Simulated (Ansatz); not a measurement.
A further run on Al₇N₇H₂₀, a nanocrystal cut from wurtzite AlN (hydrogen-capped).

```yaml
crystal:
  periodic: [false, false, false]
  atoms:
    - {symbol: Al, position_ang: [-0.003092, -3.194322, -1.071773]}
    - {symbol: N, position_ang: [-0.008692, -3.062678, 0.908367]}
    - {symbol: N, position_ang: [-0.001506, -1.281807, -1.558042]}
    - {symbol: Al, position_ang: [-1.634715, -0.453082, -0.976787]}
    - {symbol: Al, position_ang: [-0.003024, -1.262786, 1.703566]}
    - {symbol: N, position_ang: [-1.506357, -0.356683, 0.932319]}
    - {symbol: N, position_ang: [-1.512781, 1.423514, -1.576374]}
    - {symbol: Al, position_ang: [-1.653195, 1.489809, 1.614194]}
    - {symbol: Al, position_ang: [1.634302, -0.458658, -0.976193]}
    - {symbol: N, position_ang: [1.504360, -0.362936, 0.932857]}
    - {symbol: N, position_ang: [1.518516, 1.418541, -1.575541]}
    - {symbol: Al, position_ang: [0.004533, 2.482507, -0.951635]}
    - {symbol: Al, position_ang: [1.657722, 1.483078, 1.614972]}
    - {symbol: N, position_ang: [0.003999, 2.278384, 0.933474]}
    - {symbol: H, position_ang: [-1.405290, -3.853113, -1.502067]}
    - {symbol: H, position_ang: [1.402618, -3.852267, -1.491950]}
    - {symbol: H, position_ang: [-0.823922, -3.580716, 1.273832]}
    - {symbol: H, position_ang: [0.799640, -3.588279, 1.278313]}
    - {symbol: H, position_ang: [-0.001705, -1.310528, -2.593508]}
    - {symbol: H, position_ang: [-2.983425, -1.086865, -1.551662]}
    - {symbol: H, position_ang: [-0.003189, -1.422344, 3.292467]}
    - {symbol: H, position_ang: [-2.362730, -0.802511, 1.307454]}
    - {symbol: H, position_ang: [-1.647629, 1.488494, -2.597171]}
    - {symbol: H, position_ang: [-2.352423, 1.877782, -1.165041]}
    - {symbol: H, position_ang: [-2.886572, 2.179883, 0.792772]}
    - {symbol: H, position_ang: [-1.718435, 1.502780, 3.215503]}
    - {symbol: H, position_ang: [2.981653, -1.095317, -1.550895]}
    - {symbol: H, position_ang: [2.358779, -0.811969, 1.308633]}
    - {symbol: H, position_ang: [1.654129, 1.482890, -2.596278]}
    - {symbol: H, position_ang: [2.359544, 1.869917, -1.163874]}
    - {symbol: H, position_ang: [0.006930, 3.961689, -1.555719]}
    - {symbol: H, position_ang: [1.721780, 1.495607, 3.216331]}
    - {symbol: H, position_ang: [2.894283, 2.168376, 0.794392]}
    - {symbol: H, position_ang: [0.005873, 3.233600, 1.335075]}
basis:
  gaussian: {orbitals: "6-31++G**"}
hamiltonian: {xc: {name: wB97}}
```

```sh
$ ansatz run in.yaml --threads 2 --pin off --events-out ev --progress --plain --max-ram 32768MiB --backend cuda --devices 0, --max-vram 18GiB
```

Output, abridged:

```
Functional definition: wB97
4239 factors; their error is unknown
1548 factors; integrals over basis functions are off by at most 1.5e-5 eV
mean field evaluation 1: about -56915.4181 eV, gradient 1.3e2 eV
mean field evaluation 2: about -56914.4296 eV, gradient 1.3e2 eV
mean field evaluation 4: about -56948.0089 eV, gradient 4.8e0 eV
mean field evaluation 8: about -56948.0680 eV, gradient 4.4e-2 eV
mean field evaluation 16: about -56947.7998 eV, gradient 1.8e-4 eV
mean field -56947.79978722 eV, -2092.7930415753 hartree, gradient 3.3e-5 eV, S^2 0.000000; 0 other end points of the search recorded, 0 dependent functions left out
reference -56947.79974448 eV, -2092.7930400047 hartree; 80, 80 occupied and 334, 334 virtual orbitals, 4239 factors
Total energy: -56947.79974448 eV, -2092.7930400047 hartree
```

Run time 9.5 s (2 threads of AMD EPYC 7R13 on a shared host and a share (18 GiB) of an NVIDIA H100 80GB HBM3), peak host memory 1.3 GiB.

The 6-31G sets use Cartesian d functions.
